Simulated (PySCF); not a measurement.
**Two structures, one formula**

The two ends of one reaction step of GaH4Cl, singlet (PBE0-D4/def2-TZVP).

A:

Ga1  (-0.493, 0.222, 0.636)
H2  (0.696, 0.274, -1.620)
H3  (0.286, 1.520, 0.998)
H4  (-1.833, 0.059, -0.139)
H5  (0.962, -0.368, -1.335)
Cl6  (0.328, -1.599, 1.448)
(Å)

B:

| atom | x (Å) | y (Å) | z (Å) |
| --- | --- | --- | --- |
| Ga1 | -0.5641 | 0.6814 | 0.2025 |
| H2 | -0.0335 | 1.0257 | -1.2405 |
| H3 | 0.1327 | 1.3266 | 1.4512 |
| H4 | -1.9277 | -0.0792 | 0.3575 |
| H5 | 1.4178 | -1.3450 | -0.9751 |
| Cl6 | 0.9902 | -1.5963 | 0.2077 |

PySCF 2.14 with density fitting (its default auxiliary sets; JK sets also for MP2 and CCSD(T)); basis: def2-TZVPP; cores frozen in the correlated methods. Filled d shells of the heavier atoms are correlated. The def2 sets are not built for correlating such inner shells, so the correlated values are less sure here. B3LYP uses VWN-RPA correlation.

Which structure is lower at CCSD(T), and by how much? (Judge from chemistry; the value comes from the calculation.)

The calculation gives: A, by 22.42 kcal/mol (electronic energy, against the other). By their contacts, A is a complex of GaH₂Cl ([Cl][GaH2]) + H₂ and B is a complex of GaH₃ + HCl.

All methods give the same order:

```csv
method,E(B) − E(A) (kcal/mol)
SPW92,19.38
PBE-D4,22.38
BLYP-D4,23.20
r2SCAN-D4,23.55
PBE0-D4,22.65
B3LYP-D4,23.21
BHLYP-D4,23.61
CAM-B3LYP-D4,22.23
wB97M-V,22.54
HF,24.87
MP2,24.14
CCSD,22.28
CCSD(T),22.42
```

The T1 diagnostic stays at or below 0.012.

Labels in which every atom is bracketed show which atoms are joined, not bond orders.

For scale, one of the runs: CCSD(T)/def2-TZVPP, 146 basis functions, launched by `OMP_NUM_THREADS=4 python run.py`. Hardware: 4 CPU threads of an AMD EPYC 9B14, shared host. Wall time 48 s; peak host memory 1 GiB.
